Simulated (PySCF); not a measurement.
## Mg (magnesium, neutral): PBE0 calculation

Configuration: [Ne] 3s1 3p1, high-spin 3P determinant (an excited configuration). Computed with PySCF 2.14 in aug-cc-pVDZ-DK, with the spin-free X2C one-electron Hamiltonian (Gaussian nucleus).

```
Total energy                                                  : -200.1771 hartree
One-electron energy                                           : -279.0727 hartree
Hartree (Coulomb) energy                                      : 95.2781 hartree
Exchange-correlation energy                                   : -16.3825 hartree
⟨S²⟩                                                          : 2.0000
⟨L²⟩                                                          : 2.010
Sum of ⟨r⟩                                                    : 12.86 bohr
Sum of ⟨r²⟩                                                   : 34.88 bohr²
Traceless quadrupole moment −½Σ⟨3z² − r²⟩ along its main axis : -8.20 e·bohr²
Langevin diamagnetic susceptibility                           : -27.6 ×10⁻⁶ cm³/mol
```

```tsv
shell	electrons	mean orbital energy (hartree)	spread (hartree)	rms radius, mean of both spins (bohr)
1s α	1	-47.07092	0	0.151
1s β	1	-47.06672	0	0.151
2s α	1	-3.22126	0	0.759
2s β	1	-3.21257	0	0.759
2p α	3	-1.93010	0.00284	0.777
2p β	3	-1.92276	0.00795	0.777
3s α	1	-0.25472	0	3.29
3p α	1	-0.11668	0	4.39
```
